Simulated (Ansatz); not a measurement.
CdI2 (SMILES [I][Cd][I]) moved off its minimum; all values from Ansatz (an electronic-structure program), cores frozen in correlated methods. Elements past Kr take the def2 small-core potentials, without spin–orbit coupling.
(charge 0, multiplicity 1)
```xyz
3

Cd     0.02346     0.14427    -0.01359
I      0.08944    -0.03488     2.71826
I     -0.06548     0.01521    -2.45294
```

Forces at HF/def2-TZVPP (eV/Å):

```
atom      Fx      Fy      Fz
----  ------  ------  ------
Cd1    0.101  -0.036   3.376
I2    -0.014   0.109  -0.821
I3    -0.087  -0.073  -2.555
```

Task: Give the forces (eV/Å), the total energy and the dipole at CCSD(T)/def2-TZVPPD.

Result: 
| atom | Fx | Fy | Fz |
|---|---|---|---|
| Cd1 | 0.088 | -0.069 | 3.075 |
| I2 | -0.019 | 0.119 | -1.020 |
| I3 | -0.069 | -0.050 | -2.054 |
Energy -761.0390 hartree, dipole 1.20 D.
